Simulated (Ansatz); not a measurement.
**SiCNCl2F (SMILES N#C[Si](F)(Cl)Cl): the energy, rung by rung**

SiCNCl2F: 6 atoms, total charge 0, spin state singlet. SMILES: `N#C[Si](F)(Cl)Cl`. The shape was relaxed beforehand at PBE0/def2-SVP.

```
atom    x (Å)    y (Å)    z (Å)
   N   1.7629  -1.3714   1.1213
   C   0.9304  -0.7651   0.5901
  Si  -0.3785   0.2138  -0.2479
   F  -1.4892  -0.8161  -0.7673
  Cl   0.4273   1.1875  -1.8256
  Cl  -1.2109   1.4873   1.0831
```

Quantity: the adiabatic electron affinity (to the doublet anion, shapes relaxed at PBE0/def2-SVP, no zero-point term), in eV. The values are calculated.

The electron affinity is E(neutral) − E(anion): positive where the electron is bound.

```tsv
level	kind	program	value (eV)	less CCSD(T)/def2-SVP	CPU time (all runs)
HF/def2-SVP	Hartree–Fock	Ansatz	0.26	+0.10	5.5 s
PBE/def2-SVP	GGA	Ansatz	0.74	+0.58	4.3 s
r2SCAN/def2-SVP	meta-GGA	Ansatz	0.86	+0.70	13 s
B3LYP/def2-SVP	global hybrid	Ansatz	0.75	+0.59	7.9 s
wB97M-V/def2-SVP	range-separated hybrid	Ansatz	0.50	+0.34	26 s
MP2/def2-SVP	perturbation theory	Ansatz	0.09	-0.07	6.9 s
CCSD(T)/def2-SVP	coupled cluster or CI	Ansatz	0.16	0.00	43 s
```

CCSD(T)/def2-SVP is the highest level here, not the true value. The values span 0.09 to 0.86 eV. Times are those of the runs behind each value, whatever else they computed, on shared processors of several kinds: orders of magnitude only.
